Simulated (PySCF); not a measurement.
C₂H₅ClSi.
Atom-mapped SMILES: `[Cl:1][C@@H:2]1[CH2:3][SiH2:4]1` (hydrogens: H5 on C2; H6, H7 on C3; H8, H9 on Si4)

The geometry is computed with GFN2-xTB (gas phase).

Problem. List the bond lengths, angles and torsions at this level.

Solution. 
| bond | length (pm) | order |
| --- | --- | --- |
| Cl1–C2 | 176.8 | single |
| C2–C3 | 152.8 | single |
| C3–Si4 | 188.5 | single |
| C2–Si4 | 189.8 | single |
| C2–H5 | 108.3 | single |
| C3–H6 | 108.1 | single |
| C3–H7 | 108.2 | single |
| Si4–H8 | 144.7 | single |
| Si4–H9 | 145.1 | single |

Orders are formal, as drawn. A selection of angles:
| angle | degrees |
| --- | --- |
| Cl1–C2–C3 | 115.9 |
| Cl1–C2–Si4 | 120.9 |
| Cl1–C2–H5 | 108.7 |
| C3–C2–Si4 | 65.7 |
| C3–C2–H5 | 116.5 |
| Si4–C2–H5 | 122.9 |
| C2–C3–Si4 | 66.6 |
| C2–C3–H6 | 115.4 |
| C2–C3–H7 | 115.4 |
| Si4–C3–H6 | 119.1 |
| Si4–C3–H7 | 121.7 |
| H6–C3–H7 | 111.4 |
| C3–Si4–H8 | 117.8 |
| C3–Si4–H9 | 118.2 |
| C2–Si4–C3 | 47.6 |
| C2–Si4–H8 | 116.8 |
| C2–Si4–H9 | 116.3 |
| H8–Si4–H9 | 119.8 |

Torsions: Cl1–C2–C3–Si4 -114° (anticlinal); Cl1–C2–Si4–C3 107° (anticlinal).

Si4 (SiH2 silicon) has angles from 47.6° to 119.8°. The 3-membered ring C2–C3–Si4 has internal angles of 47.6° to 66.6°.

Point group: C1 (no symmetry element, even within 0.4 Å). Stationary, but not proved a minimum.
